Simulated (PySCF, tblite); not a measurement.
A database entry of computed molecular properties. Lists by class give the value and the number of equivalent atoms.

```json
{
 "formula": "C6H6NS",
 "smiles": "N#C[C]1C=CC[C@@H]1S",
 "inchi": "InChI=1S/C6H6NS/c7-4-5-2-1-3-6(5)8/h1-2,6,8H,3H2/t6-/m0/s1",
 "charge": 0,
 "multiplicity": 2,
 "geometry_level": "GFN2-xTB",
 "atoms_angstrom": [
  ["N", 3.487, 0.106, -0.234],
  ["C", 2.334, 0.157, -0.215],
  ["C", 0.954, 0.219, -0.209],
  ["C", 0.171, 1.389, -0.239],
  ["C", -1.151, 1.075, -0.284],
  ["C", -1.352, -0.402, -0.313],
  ["C", 0.062, -0.97, -0.124],
  ["S", 0.268, -1.804, 1.527],
  ["H", 0.588, 2.38, -0.236],
  ["H", -1.968, 1.772, -0.315],
  ["H", -1.773, -0.712, -1.274],
  ["H", -2.043, -0.743, 0.461],
  ["H", 0.318, -1.767, -0.822],
  ["H", 0.104, -0.7, 2.255]
 ],
 "electronic_structure_code": "PySCF",
 "results": {
  "GFN2-xTB geometry": {
   "point_group": "C1",
   "rotational_constants_GHz": [2.166, 1.72, 1.058]
  },
  "GFN2-xTB harmonic vibrations, gas phase": {
   "strongest_ir_bands_cm-1_km_per_mol_modes": [
    [215.0, 27.9, 1],
    [706.1, 15.5, 1],
    [1432.2, 32.4, 1],
    [2282.9, 179.1, 1],
    [2425.6, 124.0, 1],
    [3148.1, 18.6, 1]
   ],
   "zpe_kcal_per_mol": 61.8
  },
  "UKS B3LYP, pcH-1 on C H N S, non-relativistic, mean-field spin-orbit, GIAO": {
   "g_iso": 2.0026,
   "g_tensor": [2.00086, 2.00263, 2.00432],
   "s2": 0.776,
   "a_iso_by_class_MHz": [
    ["1H", 62.8, 1],
    ["13C", 52.8, 1],
    ["1H", 45.1, 1],
    ["13C", -42.5, 1],
    ["13C", 42.4, 1]
   ],
   "spin_populations_mulliken_by_atom": [0.26, -0.14, 0.57, -0.21, 0.5, -0.04, -0.05, 0.07, 0.01, -0.02, 0.02, 0.02, 0.02, 0.0]
  }
 }
}
```

⟨S²⟩ is 0.026 above the pure-spin value S(S + 1) = 0.75. The rotational constants make it an asymmetric top with κ = (2B − A − C)/(A − C) = 0.20, nearer the oblate limit (+1). The zero-point energy, half the sum of the 36 harmonic wavenumbers, equals 21610 cm⁻¹ or 258 kJ/mol. At 9.50 GHz, hν = g·μB·B₀ (B₀ the magnetic field) puts the centre of the isotropic spectrum, to first order, at 338.9 mT.

 In GFN2-xTB open shells enter through the occupations alone, without spin polarisation, so single modes can be far off. Hyperfine couplings depend on the geometry, which wasn't re-optimised at a DFT level. The unpaired spin is shared among atoms: the largest Mulliken spin population is 0.57.

The values belong to the conformer `[N:1]#[C:2][C:3]1[CH:4]=[CH:5][CH2:6][C@@H:7]1[SH:8]`: H–S8–C7–C6 -65°.
